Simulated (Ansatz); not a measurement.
Two structures of Si2H8SO, closed shell, reached by relaxing down either side of one saddle point (PBE0-D4/def2-TZVP). Energies are electronic, without zero-point energy. Computed with Ansatz 0.2.0 (basis: def2-TZVPP and def2-QZVPP); correlated methods freeze the cores. Extrapolation: Hartree–Fock as exp(−7.88 √X), correlation as X^−2.97. First:

| atom | x (Å) | y (Å) | z (Å) |
| --- | --- | --- | --- |
| Si1 | 0.2084 | 0.4442 | 0.4755 |
| S2 | 0.8378 | -1.5825 | 0.6986 |
| O3 | -0.5695 | 0.7065 | -0.9337 |
| Si4 | -1.5199 | -0.0612 | -2.0317 |
| H5 | 1.3728 | 1.3557 | 0.5086 |
| H6 | -0.7033 | 0.6697 | 1.6208 |
| H7 | 1.9814 | 0.0839 | 3.2926 |
| H8 | 1.9954 | 0.7141 | 3.6933 |
| H9 | 1.8135 | -1.4916 | -0.2213 |
| H10 | -0.7233 | -1.0604 | -2.7877 |
| H11 | -2.6501 | -0.7458 | -1.3529 |
| H12 | -2.0433 | 0.9673 | -2.9623 |

Second:

```
12
angstrom
Si 0.2872 1.4232 0.8927
S 0.5945 -2.2916 0.7461
O -0.2619 1.0817 -0.6051
Si -1.0246 0.0203 -1.5852
H 0.2626 2.8983 1.0601
H -0.5705 0.7988 1.9338
H 1.0030 -1.9581 1.9798
H 1.6849 0.9462 1.0596
H 1.8040 -2.0491 0.2190
H -0.0548 -0.9478 -2.1602
H -2.0831 -0.7169 -0.8492
H -1.6414 0.7948 -2.6915
```

(1) Which bonds change from the first to the second?

(2) Give the saddle point's structure and its height above each. (An estimate is asked for; the value comes from the calculation.)

No T1 diagnostic of these runs exceeds 0.014.

Answers

(1) Si₂H₆SO ([SiH3][O][SiH2][SH]) + H₂ → Si₂H₆O ([SiH3][O][SiH3]) + H₂S; bonds formed: Si1–H8, S2–H7; bonds broken: Si1–S2, H7–H8.

(2) The calculation gives: 239.5 kJ/mol above the first and 197.0 kJ/mol above the second (CCSD(T) at an estimated basis limit (MP2 extrapolated from triple and quadruple zeta, plus CCSD(T) − MP2 in triple zeta)).
| atom | x (Å) | y (Å) | z (Å) |
| --- | --- | --- | --- |
| Si1 | 0.2741 | 0.8613 | 0.9179 |
| S2 | 0.5586 | -1.6878 | 0.8134 |
| O3 | -0.2479 | 0.8786 | -0.6322 |
| Si4 | -1.0920 | -0.1056 | -1.6527 |
| H5 | 0.9458 | 2.1869 | 0.9198 |
| H6 | -0.7883 | 0.7077 | 1.9315 |
| H7 | 1.2901 | -0.4940 | 1.6936 |
| H8 | 1.5097 | 0.4391 | 1.9903 |
| H9 | 1.5820 | -1.6601 | -0.0577 |
| H10 | -0.1912 | -1.1227 | -2.2496 |
| H11 | -2.2159 | -0.7727 | -0.9499 |
| H12 | -1.6252 | 0.7692 | -2.7245 |

Labels in which every atom is bracketed show which atoms are joined, not bond orders.

For scale, one of the runs: CCSD(T)/def2-TZVPP, 269 basis functions, launched by `ansatz run in.yaml --threads 4 --pin off --events-out ev --progress --plain --max-ram 9574MiB`. Time: 3.5 min of wall clock on 4 CPU threads of an Intel Xeon; the host was shared. Peak host memory: 6.3 GiB.
